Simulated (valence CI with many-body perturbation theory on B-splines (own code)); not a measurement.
Values are calculated unless marked as measured or tabulated.
**Sensitivity of CI+MBPT for Au⁶⁶⁺**

Method: configuration interaction combined with many-body perturbation theory (CI+MBPT): three valence electrons over a frozen Dirac-Fock core [Ne], a basis of 6 s, 6 p, 5 d, 3 f, 1 g functions for each j, with the one-electron correlation potential Σ1, the two-electron term Σ2, the three-electron term Σ3, Breit, model QED; selected CI, second order for the rest, scaled by the run's own slope (own B-spline code, finite nucleus).

No measured spectrum was set against this ion. As an estimate, large intervals hold to a few tenths of a per cent, small ones and those within an open d or f shell to about a per cent.

The reference run has the lowest level (3s^2 3p1/2) J=1/2 and an ionisation energy of 7910.77 eV. Its largest variational space holds 2738 state functions.

Levels are named by their leading jj configuration (3d3/2^4 stands for four electrons in 3d with j = 3/2), which in mixed levels can hold well under half, so a name can repeat and another be missing. Letters in brackets count levels of one name in rising energy.

Changed runs:
A. size limit of the variational space 10000 → 1500; second order for the rest on → off; scale of Σ1 1 → 0; scale of Σ2 1 → 0; three-electron term on → off
B. natural orbitals for correlation on → off
C. cutoff of virtual states (hartree) 12482 → 264000
D. scale of Σ1 1 → 3 (bad on purpose)

Excitation energies of the reference run in cm⁻¹, and shifts in cm⁻¹:

```
                     Level  Reference      A      B       C      D
        (3s 3p1/2^2) J=1/2    1505410  +2938   -1.2    -1.4  -4803
        (3s^2 3p3/2) J=3/2    4013300  -2697   -425     +65  +3607
(3s 3p1/2 3p3/2) J=3/2 [a]    5247610  -2218  -1344     +64  -1172
    (3s 3p1/2 3p3/2) J=5/2    5409270   -860   -722     +64  -1121
(3s 3p1/2 3p3/2) J=3/2 [b]    5586370   +621   -371     +73  -1099
    (3s 3p1/2 3p3/2) J=1/2    5679310  +3730    -75     +63  -1155
        (3s^2 3d3/2) J=3/2    6071180  +5842   +748    +101   -857
        (3s^2 3d5/2) J=5/2    6883550  +2043   +130    +112  +2246
(3s 3p1/2 3d3/2) J=3/2 [a]    7045870  +2425   -760     +88  -5697
(3s 3p1/2 3d3/2) J=3/2 [b]    7159240  +4185   -599     +89  -5669
    (3s 3p1/2 3d3/2) J=5/2    7254560  +3473   -432    +108  -5566
    (3s 3p1/2 3d3/2) J=1/2    7489980  +7102   +345    +108  -5562
    Ionisation energy (eV)    7910.77  -1.12  -0.29  +0.014  +2.47
```
